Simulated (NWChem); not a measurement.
All runs are NWChem calculations. System: H$_{2}$ClNPb, charge 1, spin multiplicity 2, at the geometry of a parent with another charge or spin, in a state set for the comparison that need not be this species' ground state. Its SCF solution wasn't tested for a lower state. Level: UHF/def2-TZVP with def2 effective core potentials on Pb.

Part of the output:

```
             Northwest Computational Chemistry Package (NWChem) 7.3.0
             --------------------------------------------------------

                                NWChem Input Module
                                -------------------

 Scaling coordinates for geometry "geometry" by  1.889725989
 (inverse scale =  0.529177249)

 Turning off AUTOSYM since
 SYMMETRY directive was detected!

                             Geometry "geometry" -> ""
                             -------------------------

 Output coordinates in angstroms (scale by  1.889725989 to convert to a.u.)

  No.       Tag          Charge          X              Y              Z
 ---- ---------------- ---------- -------------- -------------- --------------
    1 Pb                  82.0000     0.23969800    -0.36007100     0.00000000
    2 Cl                  17.0000    -1.93960500     0.91376100     0.00000000
    3 N                    7.0000     1.41467700     1.44397200     0.00000000
    4 H                    1.0000     2.43756300     1.51178400     0.00000000
    5 H                    1.0000     0.97776000     2.37228400     0.00000000

 Effective nuclear repulsion energy (a.u.)     494.5518467006

            Nuclear Dipole moment (a.u.)
            ----------------------------
        X                 Y               Z
 ---------------- ---------------- ----------------
     0.0000245664    -0.0000245664     0.0000000000

      Symmetry information
      --------------------

 Group name             Cs
 Group number              2
 Group order               2
 No. of unique centers     5

      Symmetry unique atoms

     1    2    3    4    5


 Summary of "ao basis" -> "" (spherical)
 ------------------------------------------------------------------------------
       Tag                 Description            Shells   Functions and Types
 ---------------- ------------------------------  ------  ---------------------
 *                         def2-tzvp                  on all atoms

 Summary of "ao basis" -> "ao basis" (spherical)
 ------------------------------------------------------------------------------
       Tag                 Description            Shells   Functions and Types
 ---------------- ------------------------------  ------  ---------------------
 Pb                        def2-tzvp                16       50   6s5p3d2f
 Cl                        def2-tzvp                13       37   5s5p2d1f
 N                         def2-tzvp                11       31   5s3p2d1f
[...]
    12      0.246487  1 Pb pz                98      0.205922  3 N  pz
    15     -0.153043  1 Pb pz

 Vector   26  Occ=0.000000D+00  E=-1.160160D-01  Symmetry=a'
              MO Center=  6.4D-01, -3.4D-01,  1.7D-15, r^2= 6.4D+00
   Bfn.  Coefficient  Atom+Function         Bfn.  Coefficient  Atom+Function
  ----- ------------  ---------------      ----- ------------  ---------------
    19      0.695613  1 Pb px                92     -0.666153  3 N  s
    16      0.329824  1 Pb px               127      0.279274  5 H  s
    10     -0.277581  1 Pb px                 5     -0.263089  1 Pb s
   121      0.246613  4 H  s                 55      0.225358  2 Cl s
     6      0.215488  1 Pb s                 13      0.214441  1 Pb px

 center of mass
 --------------
 x =   0.03851260 y =  -0.13717857 z =   0.00000000

 moments of inertia (a.u.)
 ------------------
         328.429532819651         160.294773167396           0.000000000000
         160.294773167396         636.981956624482           0.000000000000
           0.000000000000           0.000000000000         965.411489444132

  Mulliken analysis of the total density
  --------------------------------------

    Atom       Charge   Shell Charges
 -----------   ------   -------------------------------------------------------
    1 Pb  22    20.87   0.07 -0.60  1.79  0.76  1.21  0.70 -0.62  6.55  0.38  0.46  0.03  9.13  0.89  0.09  0.05  0.00
    2 Cl  17    17.40   2.01  0.45  1.52  1.09  0.90  4.18  1.69  1.05  2.85  1.64  0.00  0.02  0.00
    3 N    7     7.40   0.82  1.16  0.55  0.93  0.17  1.42  1.70  0.63  0.00  0.02  0.00
    4 H    1     0.67   0.25  0.37  0.02  0.03
    5 H    1     0.65   0.25  0.36  0.02  0.03

  Mulliken analysis of the alpha density
  --------------------------------------

    Atom       Charge   Shell Charges
 -----------   ------   -------------------------------------------------------
    1 Pb  22    10.42   0.03 -0.30  0.90  0.38  0.61  0.35 -0.31  3.27  0.18  0.22  0.01  4.57  0.44  0.04  0.02  0.00
    2 Cl  17     8.70   1.01  0.22  0.76  0.54  0.45  2.09  0.85  0.53  1.43  0.82  0.00  0.01  0.00
    3 N    7     4.27   0.41  0.58  0.29  0.48  0.09  0.92  1.09  0.40  0.00  0.01  0.00
    4 H    1     0.31   0.12  0.16  0.01  0.02
    5 H    1     0.30   0.12  0.16  0.01  0.02

   Mulliken analysis of the beta density
   -------------------------------------

    Atom       Charge   Shell Charges
 -----------   ------   -------------------------------------------------------
    1 Pb  22    10.45   0.03 -0.30  0.89  0.38  0.60  0.35 -0.31  3.27  0.20  0.24  0.01  4.56  0.44  0.04  0.02  0.00
    2 Cl  17     8.70   1.01  0.22  0.76  0.54  0.45  2.09  0.85  0.53  1.42  0.82  0.00  0.01  0.00
    3 N    7     3.14   0.41  0.58  0.26  0.45  0.09  0.50  0.61  0.23  0.00  0.01  0.00
    4 H    1     0.36   0.13  0.20  0.01  0.02
    5 H    1     0.35   0.13  0.20  0.01  0.02

   Mulliken analysis of the spin density
   -------------------------------------

    Atom       Charge   Shell Charges
 -----------   ------   -------------------------------------------------------
    1 Pb  22    -0.03   0.00 -0.00  0.00 -0.00  0.00  0.00  0.00 -0.00 -0.02 -0.02 -0.00  0.00 -0.00 -0.00  0.00  0.00
    2 Cl  17     0.01   0.00  0.00 -0.00  0.00  0.00  0.00 -0.00  0.00  0.00  0.00 -0.00 -0.00 -0.00
    3 N    7     1.13   0.00 -0.00  0.03  0.03 -0.00  0.42  0.48  0.17 -0.00 -0.00 -0.00
    4 H    1    -0.05  -0.01 -0.04 -0.01  0.00
    5 H    1    -0.05  -0.01 -0.04 -0.00  0.00

       Multipole analysis of the density wrt the origin
       ------------------------------------------------

     L   x y z        total         alpha         beta         nuclear
     -   - - -        -----         -----         ----         -------
     0   0 0 0      1.000000    -24.000000    -23.000000     48.000000

     1   1 0 0      2.893827     13.684384     16.387231    -27.177788
     1   0 1 0      0.705138    -21.460191    -18.660777     40.826107
     1   0 0 1      0.000000      0.000000     -0.000000      0.000000

     2   2 0 0    -28.088605   -171.568291   -164.082035    307.561722
     2   1 1 0      6.760772     20.716161     27.913959    -41.869349
     2   1 0 1      0.000000      0.000000     -0.000000      0.000000
     2   0 2 0    -25.216133    -86.951432    -79.519003    141.254301
     2   0 1 1      0.000000      0.000000      0.000000      0.000000
     2   0 0 2    -30.121707    -15.853215    -14.268492      0.000000

 Task  times  cpu:        8.5s     wall:        8.5s

 Total times  cpu:        8.5s     wall:        8.5s
```

### Question
Write an NWChem input that would produce this output.

### Answer
One answer among several that fit: 
```
start mol
memory heap 200 mb stack 900 mb global 1100 mb
charge 1
geometry units angstroms nocenter noautoz
  Pb     0.239698    -0.360071     0.000000
  Cl    -1.939605     0.913761     0.000000
  N      1.414677     1.443972     0.000000
  H      2.437563     1.511784     0.000000
  H      0.977760     2.372284     0.000000
  symmetry group Cs
end
basis spherical
  * library def2-tzvp
end
ecp
  Pb library def2-ecp
end
scf
  uhf
  nopen 1
  maxiter 100
  thresh 1e-7
  semidirect memsize 60000000 filesize 0
  # guess.movecs holds the orbitals of an unrestricted PBE0 run
  vectors input guess.movecs output mol.movecs
end
task scf energy
```
